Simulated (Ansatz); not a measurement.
Species, as SMILES: [BH] (BH) (closed-shell singlet).
Geometry (B3LYP-D3(BJ)/def2-TZVP, fixed):
```xyz
2

B      0.0000     0.0000    -0.2055
H      0.0000     0.0000     1.0276
```
Charge 0, spin multiplicity 1.

Basis-set convergence of the dipole moment at PBE with Ansatz (an electronic-structure program). Dipoles come from the density behind the forces; the sign is taken along the dipole that this method gives in the largest set. Cartesian d functions, on some or all atoms, in 6-31G*, 6-31+G*; all else is spherical. The program fits the integrals of some runs and decomposes those of others, by size. No added dispersion term, no relativity. Reference: the value in aug-cc-pV5Z, 1.535 D. Deviations are taken from unrounded values.

| basis | functions | dipole moment (D) | minus reference (D) |
|---|---|---|---|
| STO-3G | 6 | 0.874 | -0.661 |
| 6-31G | 11 | 1.307 | -0.228 |
| 6-31G* | 17 | 1.293 | -0.242 |
| cc-pVDZ | 19 | 1.479 | -0.056 |
| pcseg-1 | 19 | 1.450 | -0.085 |
| 6-31+G* | 21 | 1.609 | 0.074 |
| 6-311G** | 24 | 1.455 | -0.080 |
| aug-pcseg-1 | 32 | 1.542 | 0.007 |
| 6-311++G(2d,2p) | 37 | 1.542 | 0.007 |
| cc-pVTZ | 44 | 1.504 | -0.031 |
| 6-311++G(3df,3pd) | 57 | 1.538 | 0.003 |
| aug-cc-pVTZ | 69 | 1.536 | 0.001 |
| aug-pcseg-2 | 69 | 1.546 | 0.011 |
| pcseg-3 | 93 | 1.538 | 0.003 |
| d-aug-cc-pVTZ | 94 | 1.536 | 0.001 |
| def2-QZVPPD | 96 | 1.535 | 0.000 |
| aug-pcseg-3 | 134 | 1.536 | 0.001 |
| pcseg-4 | 162 | 1.536 | 0.001 |

The smallest set listed that lies within 0.1 D of the reference with all its larger relatives (same family, alike in diffuse functions; a set with none counts only in the reference's own line) is cc-pVDZ (19 functions, -0.056 D off), level with pcseg-1. Inside, with no larger relative to test it: 6-311G**, d-aug-cc-pVTZ, def2-QZVPPD. (Relatives not listed, tested too: 6-311+G** 0.031, pcseg-2 -0.002, cc-pVQZ -0.014, aug-cc-pVQZ 0.001, cc-pV5Z -0.010, aug-cc-pV5Z 0.000 D.)
